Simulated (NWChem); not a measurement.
System: C2H4BFO2; SMILES CC(=O)OBF

```xyz
10

B      0.6351    -1.5107    -0.2223
F     -0.4123    -2.0467     0.3822
H      1.4931    -2.2062    -0.6665
O      0.8059    -0.1533    -0.3046
C     -0.1773     0.8028    -0.0907
C      0.4327     2.0960     0.3823
O     -1.3403     0.5983    -0.3089
H     -0.3476     2.8476     0.5049
H      1.1790     2.4417    -0.3409
H      0.9534     1.9375     1.3331
```
Atoms are numbered in this order, from 1.

Results from NWChem. Medium grid unless said otherwise, to which SCAN and Minnesota functionals are sensitive. Geometry: optimised at B3LYP/6-31G* (spherical d). Total energies of different functionals are on different scales.

```tsv
level	energy (Ha)	highest occupied level (eV)	orbital gap (eV)	dipole (D)
PBE/def2-TZVP	-353.6264	-6.77	4.75	2.73
B3LYP/def2-TZVP	-354.0310	-8.19	7.01	2.88
PBE0/def2-TZVP	-353.6355	-8.44	7.54	2.89
BLYP/def2-TZVP	-353.9505	___	4.78	2.75
r2SCAN/def2-TZVP	-353.8459	-7.10	5.40	2.85
LDA (Slater exchange, VWN5)/def2-TZVP	-351.3280	-6.97	4.66	2.83
```

Problem. Complete the blanks.

Solution. 
- BLYP/def2-TZVP, highest occupied level (eV): -6.68
